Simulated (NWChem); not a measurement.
Molecule: C4H5N; SMILES C#C/C=N/C

Results from NWChem. Medium grid unless said otherwise, to which SCAN and Minnesota functionals are sensitive. Geometry: optimised at PBE0/def2-SVP.

Problem. Among these, which level gives the lowest value of “highest occupied level (eV)”?
A) B3LYP/def2-TZVP
B) LDA (Slater exchange, VWN5)/def2-TZVP
C) r2SCAN/def2-TZVP
D) TPSSh/def2-TZVP

Solution. A, B3LYP/def2-TZVP. Values: B3LYP/def2-TZVP -7.46; TPSSh/def2-TZVP -6.87; r2SCAN/def2-TZVP -6.48; LDA (Slater exchange, VWN5)/def2-TZVP -6.25
